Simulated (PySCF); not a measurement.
**Radial density of Ga (gallium, neutral)**

PBE0, [Ar] 3d10 4s2 4p1, 2P determinant. Calculation: PySCF 2.14, in aug-cc-pVDZ-PP with ECP10MDF (5s4p3d, 32 functions); a scalar-relativistic core potential. This is the valence pseudo-density: the core potential removes the inner electrons and smooths the orbitals near the nucleus.

| r (bohr) | 4πr²ρ (e/bohr) | 4πr²(ρα − ρβ) |
| --- | --- | --- |
| 0.00178 | 1.281e-05 | 0.0000 |
| 0.00300 | 3.588e-05 | 0.0000 |
| 0.00505 | 9.868e-05 | 0.0000 |
| 0.00849 | 0.0002589 | 0.0000 |
| 0.0143 | 0.0006123 | 0.0000 |
| 0.0240 | 0.001304 | 0.0000 |
| 0.0404 | 0.004138 | 0.0000 |
| 0.0679 | 0.03653 | 0.0000 |
| 0.114 | 0.3954 | -0.0003 |
| 0.192 | 2.768 | -0.0008 |
| 0.323 | 12.98 | 0.0087 |
| 0.544 | 26.71 | 0.0220 |
| 0.915 | 13.39 | -0.0044 |
| 1.54 | 2.927 | 0.1457 |
| 2.59 | 1.216 | 0.3342 |
| 4.35 | 0.2555 | 0.1570 |
| 7.32 | 0.01908 | 0.0177 |
| 12.3 | 0.0001915 | 0.0002 |

Energies and moments cover only the electrons outside the core potential.

Task: Where is the radial spin density 4πr²(ρα − ρβ) most negative, and why is it negative at all?

Result: Around r = 0.915 bohr, down to -0.0044 e/bohr: exchange with the open shell polarises the paired shells in an unrestricted calculation.
